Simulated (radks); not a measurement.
Values are calculated unless marked as measured or tabulated.
Excited configurations of Nd XXIX: one electron is placed in a higher orbital outside [Ar] 3d10 4s2 4p1. The ground configuration is [Ar] 3d10 4s2 4p2. Code: a radial shooting solver on a logarithmic mesh with Libxc functionals. Model: Dirac Kohn-Sham, LDA (Slater exchange, Perdew-Wang correlation), spin-unpolarised, spherical densities, finite nucleus; open shells are shared between the two j in proportion to 2j + 1; Fermi nuclear charge, rms radius 4.9123 fm. Excitation = E - E(ground); binding = E(ion) - E, where the ion is the core of charge +29; n* = 29/sqrt(2 binding) in atomic units. These energies are relativistic, and a one-electron ion of charge +29 with no core already has n* below n in this formula (Dirac formula, point nucleus, mean over j: 4d 3.995, 4f 3.998, 5s 4.981, 5d 4.994, 5f 4.997, 6s 5.980, 6p 5.988, 6f 5.996, 7s 6.980, 7d 6.993). The quantum defect is therefore taken as that value minus n*, so that it holds no relativistic shift of the bare ion. Eigenvalue and <r> are those of j = l + 1/2.

outer orbital  excitation (eV)  binding (eV)  quantum defect  <r> (bohr)
4d                      119.93        912.74           0.455      0.5616
4f                      242.13        790.54           0.193      0.5373
5s                      389.76        642.91           0.762      0.9277
5d                      483.89        548.78           0.428      0.9864
5f                      537.22        495.45           0.191      0.9841
6s                      613.30        419.37           0.757       1.418
6p                      634.33        398.33           0.628       1.469
6f                      692.39        340.28           0.198       1.533
7s                      737.33        295.34           0.755       2.010
7d                      767.76        264.91           0.421       2.142

The Delta-SCF ionisation energy is 1032.7 eV (NIST Atomic Spectra Database: 1049 eV, theoretical). Self-interaction in the functional shifts the binding energies and quantum defects, so they are the method's values and not measured ones. Spin polarisation and multiplet splitting are left out, so open shells lie too high by an amount that depends on their filling. Sharing an open shell by 2j + 1 raises it above the true ground level by a part of the spin-orbit splitting, which enters the differences from NIST.

Beside tabulated values, note that spin-unpolarised runs miss the spin-polarisation part of the exchange energy of open shells.
